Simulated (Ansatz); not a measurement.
`CC[N](C)[Sn]([Cl])([Cl])[Cl]` + HCl → `[Cl][Sn]([Cl])([Cl])[Cl]` + `CCNC`  (ligand exchange at the Sn–N bond)

Computed with Ansatz on PBE0-D4/def2-TZVP structures; ΔE is electronic, products minus reactants. CCSD(T)/CBS is the MP2 limit (def2-TZVPP, def2-QZVPP) plus CCSD(T) − MP2 in def2-TZVPP, frozen cores. This one scheme is used for every species. Functionals use def2-TZVPP. def2 core potentials past Kr. For Sn outer-core shells are correlated without core-valence functions, which leaves a few kJ/mol of doubt a bond. Each species was taken in one conformer, which may not be the lowest.

```tsv
level	ΔE (kcal/mol)
revPBE-D4	-15.8
r2SCANh-D4	-17.5
r2SCAN	-18.2
CCSD(T)/def2-SVP	-14.9
```

What does CCSD(T)/CBS give? (Estimate.)

The calculation gave: -14.6 kcal/mol. The listed levels differ from it by -1.2, -2.9, -3.6, -0.3 kcal/mol.

Largest T1 diagnostic among the species: 0.011.

Leaving LDA and LC-ωPBE aside and taking each functional with its dispersion term where it has one, the values, not all of them listed here, spread over 2.7 kcal/mol, from B97M-V to revPBE-D4. LDA lies +4.9 kcal/mol from PBE without D4. From r2SCAN to r2SCAN0 (25 % exact exchange), in def2-TZVPP and without D4, ΔE moves by −1.1 kcal/mol. In def2-TZVPP, CCSD(T) changes the Hartree–Fock value by +11.4 kcal/mol (the triples alone add +1.6 kcal/mol) and MP2 by +12.3 kcal/mol.
